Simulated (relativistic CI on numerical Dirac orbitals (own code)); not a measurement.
Ca X: q coefficients and field-shift factors

These numbers are calculated, not measured: Dirac-Coulomb-Breit CI, separate exchange-only KLI orbitals for each configuration, derivatives by finite differences, unscaled Slater integrals, QED left out (own radial code, finite nucleus).

Configuration list (outside the closed core [Ne]): 3s, 3p, 3d, 4s, 4p, 4d, 4f. Levels of other configurations are missing.

With x = (α/α₀)² − 1 an excitation energy changes as ω = ω₀ + qx; K = 2q/ω₀ is the relative enhancement. Terms are leading LS components, so labels can repeat. The field-shift factor is F = δν/δ⟨r²⟩ for the transition from the lowest level.

Lowest level 3s 2S_1/2.

| Level | ω₀ (cm⁻¹) | q (cm⁻¹) | F (GHz/fm²) |
| --- | --- | --- | --- |
| 3p 2P°_1/2 | 174665 | 2121 | -4.3 |
| 3p 2P°_3/2 | 179677 | 7185 | -4.3 |
| 3d 2D_3/2 | 417801 | 7343 | -3.97 |
| 3d 2D_5/2 | 418157 | 7697 | -3.97 |
| 4s 2S_1/2 | 830032 | 4518 | -1.94 |
| 4p 2P°_1/2 | 896787 | 5245 | -3.51 |
| 4p 2P°_3/2 | 898671 | 7149 | -3.51 |
| 4d 2D_3/2 | 984683 | 7239 | -3.39 |
| 4d 2D_5/2 | 984854 | 7409 | -3.39 |
| 4f 2F°_5/2 | 1012248 | 7210 | -3.31 |
| 4f 2F°_7/2 | 1012319 | 7281 | -3.31 |

At this charge energies of transitions that change n are usually good to better than 1 %, and those within a shell (Δn = 0) to a few per cent.

Which transition from the lowest level has the largest |K|?

3p 2P°_3/2 at 179677 cm⁻¹, K = 0.08.
